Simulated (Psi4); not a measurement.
F4Ge (SMILES [F][Ge]([F])([F])[F]), singlet, geometry from GFN2-xTB. Base run: B3LYP/cc-pVDZ run with Psi4.

Geometry (Å):
```xyz
5

F      1.2825    -1.0684    -0.1117
Ge     0.0000     0.0000     0.0000
F      0.5804     1.5690     0.0081
F     -1.0177    -0.2114    -1.3109
F     -0.8452    -0.2892     1.4145
```
Charge 0, spin multiplicity 1.
All else is at Psi4's defaults (density fitting).

Each row names what was changed in the base input (with any setting that the change needs).

```tsv
change	E (Eh)
base	-2476.41136
functional = tpss	-2476.48007
functional = bp86	-2476.73299
functional = svwn	-2472.20742
functional = pbe0	-2475.71060
functional = b3lyp5	-2476.14630
functional = blyp	-2476.50018
functional = m06-l	-2476.38742
functional = tpssh	-2476.38080
functional = r2scan	-2476.31501
functional = pw6b95	-2477.74217
functional = hf (with energy('scf'))	-2472.70390
functional = hse06	-2475.74009
```

Absolute energies of different levels of theory aren't comparable as measures of quality.
